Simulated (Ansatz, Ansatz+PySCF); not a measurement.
```xyz
3

H     0.0000    0.0000   -1.8078
Be    0.0000    0.0000    0.0000
H     0.0000    0.0000    1.8078
```

Basis set: 6-31G (spherical functions). All electrons are correlated. Charge 0, multiplicity 1.

Computed with Ansatz (development build ahead of 0.2.0); each method stands on the lowest determinant of its kind that the runs found. Restricted open shells among the atoms or ions are ROHF, correlated in semicanonical orbitals with singles. Restricted functionals stand beside restricted open-shell atoms, which can lie above the unrestricted atoms usual in DFT and then raise those values.

The atomization energy at this shape (free ground-state atoms in the same class of orbitals less the molecule, no zero-point energy) of singlet BeH2:

```csv
method,atomization energy
PBE0 (restricted),103.93 kcal/mol
RHF-MP2,82.85 kcal/mol
UHF-MP2,85.20 kcal/mol
RHF,75.98 kcal/mol
```

(1) What does RHF-CCSD(T) give?

Results:

(1) 81.32 kcal/mol. Caution for RHF-CCSD(T), RHF-MP2, UHF-MP2: bonds are stretched, where a single reference can fail.

This basis has no polarisation functions and is too small for such energies, which can lie far from measured ones in either direction.
